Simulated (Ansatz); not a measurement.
`B[SiH2]C#N` + `C=N[SiH2]C` → `B[SiH2]N=C` + `C[SiH2]C#N` at 500 K and 1 bar (redistribution).

Calculated with Ansatz (gas phase, PBE0-D4/def2-TZVP geometries, no zero-point term in ΔE). CCSD(T)/CBS is the MP2 limit (def2-TZVPP, def2-QZVPP) plus CCSD(T) − MP2 in def2-TZVPP, frozen cores. Each species was taken in one conformer, which may not be the lowest.

```
     species  CCSD(T)/CBS energy (Eh)  H − E (kJ/mol)  S (J/(mol·K))
`B[SiH2]C#N`               -408.97966           158.1          374.3
`C=N[SiH2]C`               -424.09492           264.0          380.9
`B[SiH2]N=C`               -410.17839           219.6          386.6
`C[SiH2]C#N`               -422.89500           202.4          366.6
```

H − E and S are ideal-gas, rigid-rotor, harmonic terms from PBE0-D4/def2-TZVP, for one conformer and one mirror image of each species. 1 Eh = 2625.50 kJ/mol, R = 8.31446 J/(mol·K).

Question: By hand: ΔE, ΔH, ΔS and ΔG.

Answer: ΔE = (-410.17839) + (-422.89500) − (-408.97966) − (-424.09492) = 0.00119 Eh = 3.1 kJ/mol. Δ(H − E) = 219.6 + 202.4 − 158.1 − 264.0 = -0.1, so ΔH = 3.0 kJ/mol. ΔS = 386.6 + 366.6 − 374.3 − 380.9 = -2.0 J/(mol·K). ΔG = 3.0 − 500 × (-2.0)/1000 = 4.0 kJ/mol.

Question: By hand: the equilibrium constant, and the temperature at which ΔG would vanish if ΔH and ΔS stayed fixed.

Answer: log₁₀ K = −ΔG/(RT ln 10) = -0.4. ΔH and −TΔS have one sign here, so there is no such temperature. One of them is within its doubt of zero, so this could turn.

TΔS isn't small against ΔH here. The sign of ΔG lies within the doubt. A doubt of 5 kJ/mol in ΔE shifts log₁₀ K by 0.5 here. Other conformers and mirror images would add mixing entropy, several J/(mol·K) or more a flexible species. These are equilibria of isolated gas molecules and say nothing of rates. Largest T1 diagnostic: 0.013 (customary marks: 0.02 for closed shells, 0.045 for open ones).
